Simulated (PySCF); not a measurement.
# Correlation energy of Ba (barium, neutral)

[Xe] 6s2, closed-shell 1S. All numbers are calculated (PySCF 2.14, scalar relativity by spin-free X2C-1e, in x2c-TZVPPall (11s7p6d2f1g, 85 functions)). Frozen: [Kr] 4d10; 10 electrons correlated.

| level | correlation energy (mhartree) |
| --- | --- |
| CCSD | -213.07 |
| (T) | -7.86 |
| CCSD(T) | -220.93 |

Diagnostics: T1 = 0.023, D1 = 0.0720, largest double amplitude 0.077.

Task: Is a single reference adequate?

Result: Mostly. T1 lies below 0.03, but a double amplitude of this size points to a near-degeneracy that CCSD handles and MP2 describes poorly.

This basis was not built for core-valence correlation, so the inner-shell part is incomplete.
